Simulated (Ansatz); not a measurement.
Basis-set extrapolation for C$_{9}$H$_{20}$ (`CCCCCC(C)(C)C`) (PBE0-D4/def2-TZVP geometry, frozen core, Ansatz 0.2.0). Multiplicity 1, RHF reference.

|  | def2-TZVPP | def2-QZVPP |
| --- | --- | --- |
| HF | -352.594405 | -352.611009 |
| MP2 correlation | -1.600303 | -1.697911 |
| CCSD(T) correlation | -1.766809 | not run |

Energies in hartree. Use E(X) = E(∞) + A·exp(−7.88·√X) for Hartree–Fock and E(X) = E(∞) + B·X^(−2.97) for correlation, with X = 3 and 4, and add CCSD(T) minus MP2 of the smaller set to the MP2 limit.

Question: What is the CCSD(T) energy at the basis-set limit?

Answer: HF limit: -352.611009 + (-0.016604) × 0.13774 = -352.61330. MP2 limit: -1.697911 + (-0.097608) × 0.74074 = -1.77021. Higher-order term: -1.766809 − (-1.600303) = -0.16651. Total: -354.55002 hartree, 495.7 kJ/mol below CCSD(T)/def2-TZVPP.
